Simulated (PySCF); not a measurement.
Input file for PySCF: R-HF/STO-3G on C2H6Si (SMILES C[Si]C), a point of a bond scan (R = 1.100 Å).

```python
from pyscf import gto, scf, dft, mp
from pyscf.data.elements import chemcore

mol = gto.M(
    atom='''
    Si    0.21503000   -0.10027787    0.71649002
    C     0.53187861    1.33369970   -0.49695968
    H    -0.40129748    1.91548013   -0.53284434
    H     0.73055639    1.00415396   -1.52134449
    H     1.32261251    2.01106368   -0.17291591
    C    -0.81531610   -1.20152043   -0.44746731
    H    -0.09708380   -1.68306319   -1.12778542
    H    -1.51089903   -0.64024612   -1.07879372
    H    -1.35368361   -1.99657387    0.06938554
    ''',
    basis='sto-3g',
    charge=0, spin=0, verbose=3, max_memory=1800)
mf = scf.RHF(mol)
mf.conv_tol = 1e-8
mf.max_cycle = 100
mf.kernel()
if not mf.converged:
    mf = mf.newton().run(mf.mo_coeff, mf.mo_occ)
```

It printed:

```
converged SCF energy = -363.864362864157
```

Self-consistency was reached.

Cost: around 0.12 core-seconds (rough).
